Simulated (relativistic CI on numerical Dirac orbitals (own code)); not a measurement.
**Crystal-field levels of Au²⁺, 5d9**

Calculated by Dirac-Coulomb-Breit CI, separate exchange-only KLI orbitals for each configuration, QED by a radiative potential, valence Slater integrals scaled by 0.9, one configuration in a parametric crystal field (own radial code).

Field parameters in Wybourne normalisation: D3d B²₀ = −7Dσ, B⁴₀ = −14Dq − 21Dτ, B⁴₃ = −14√(10/7) Dq; Td as Oh with Dq negative (B⁴₀ = 21Dq, B⁴₄ = √(5/14) B⁴₀). The field is a parameter set, without covalency.

S and J are read from ⟨S²⟩ = S(S + 1) and ⟨J²⟩ = J(J + 1) of each level; they are not fictitious spins.

Td, 10Dq = -4350 cm⁻¹, the lowest 3 levels:

```
E (cm⁻¹)  Degeneracy  Irrep     S     J
     0.0           2     Γ7  0.50  2.50
    2220           4     Γ8  0.50  2.47
   14241           4     Γ8  0.50  1.54
```

Principal g values of the ground doublet: 2.00, 2.00, 2.00.

D3d, 10Dq = 31300, Dσ = 20, Dτ = 150 cm⁻¹, the lowest 5 levels:

```tsv
E (cm⁻¹)	Degeneracy	Irrep	S	J
0.0	2	Γ5+Γ6	0.50	2.29
143	2	Γ4	0.50	2.28
28078	2	Γ4	0.50	2.50
36096	2	Γ5+Γ6	0.50	1.78
36692	2	Γ4	0.50	1.80
```

Principal g values of the ground doublet: 0.00, 0.00, 2.64.

The free-ion ground term has S = 1/2. Every field shown keeps that spin.

Levels of this model without a field, named by their leading LS term: 2D_5/2 0, 2D_3/2 12111 cm⁻¹.
